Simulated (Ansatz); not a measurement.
`C=CN([SiH3])[SiH2]Cl` + `C[SiH3]` → `C[SiH2][SiH2]Cl` + `C=CN[SiH3]`  (formal exchange of groups at the Si–N bond)

Gas-phase electronic energies from Ansatz, PBE0-D4/def2-TZVP geometries. CBS: MP2 limit from def2 TZ/QZ plus the TZ coupled-cluster correction, frozen cores. This one scheme is used for every species. Functionals use def2-TZVPP. B3LYP here is the variant with VWN-RPA as its local correlation; programs differ in this. One conformer a species, not always the lowest.

`C=CN([SiH3])[SiH2]Cl`:

```xyz
14

C    -0.240   -1.661    1.462
C     0.165   -1.242    0.263
N     0.083    0.063   -0.235
Si    0.679    0.413   -1.845
Si   -0.617    1.257    0.807
Cl   -0.581    3.031   -0.228
H    -0.123   -2.701    1.733
H    -0.691   -1.012    2.205
H     0.608   -1.957   -0.424
H     1.182   -0.883   -2.366
H     1.785    1.400   -1.816
H    -0.400    0.919   -2.729
H    -2.026    0.942    1.129
H     0.175    1.432    2.045
```

`C[SiH3]`:

Cartesian coordinates in Å:
```
C -0.831 -0.525 -0.096
Si 0.743 0.470 0.086
H -1.047 -1.079 0.820
H -0.744 -1.242 -0.915
H -1.680 0.129 -0.306
H 0.623 1.445 1.203
H 1.035 1.226 -1.162
H 1.900 -0.423 0.370
```

`C[SiH2][SiH2]Cl`:

Cartesian coordinates in Å:
```
C 0.754 1.545 -0.054
Si -0.165 0.144 -0.891
Si -0.498 -1.621 0.608
Cl -1.422 -0.857 2.297
H 1.745 1.222 0.270
H 0.203 1.887 0.825
H 0.874 2.390 -0.735
H 0.597 -0.375 -2.063
H -1.499 0.595 -1.373
H -1.372 -2.693 0.066
H 0.781 -2.236 1.052
```

`C=CN[SiH3]`:

Z-matrix (Å, degrees):
```
Si
N 1 1.728
H 1 1.490 2 113.8
H 1 1.484 2 106.8 3 -119.9
H 1 1.485 2 108.6 3 120.0
C 2 1.382 1 125.6 3 -76.4
H 2 1.009 1 119.2 3 93.7
C 6 1.332 2 126.7 1 170.7
H 6 1.088 2 113.8 1 -10.2
H 8 1.085 6 122.0 2 -1.1
H 8 1.080 6 120.2 2 178.5
```

```
             level  ΔE (kcal/mol)  difference from CCSD(T)/CBS
            PBE-D4            8.4                         -5.4
         r2SCAN-D4           11.3                         -2.5
          B3LYP-D4           12.3                         -1.5
           ωB97X-V           12.4                         -1.4
           ωB97M-V           14.2                          0.4
               PBE            6.8                         -7.0
            r2SCAN           10.9                         -2.9
              PBE0            8.4                         -5.4
             B3LYP            9.6                         -4.2
     HF/def2-TZVPP           12.6                         -1.2
   CCSD/def2-TZVPP           13.8                          0.0
CCSD(T)/def2-TZVPP           14.2                          0.4
    MP2/def2-QZVPP           16.2                          2.4
SCS-MP2/def2-QZVPP           15.7                          1.9
      HF/CBS(def2)           12.9                         -0.9
     MP2/CBS(def2)           16.0                          2.2
       CCSD(T)/CBS           13.8                            0
```

Largest T1 diagnostic among the species: 0.012.

From PBE to PBE0 (25 % exact exchange), in def2-TZVPP and without D4, ΔE moves by +1.6 kcal/mol. In def2-TZVPP, CCSD(T) changes the Hartree–Fock value by +1.6 kcal/mol (the triples alone add +0.4 kcal/mol) and MP2 by +3.8 kcal/mol. The D4 term adds +2.7 kcal/mol with B3LYP and +1.4 kcal/mol with PBE0; it sums over pairs of atoms, weighted by their polarisabilities, and B3LYP, whose exchange is more repulsive, gets the larger term.
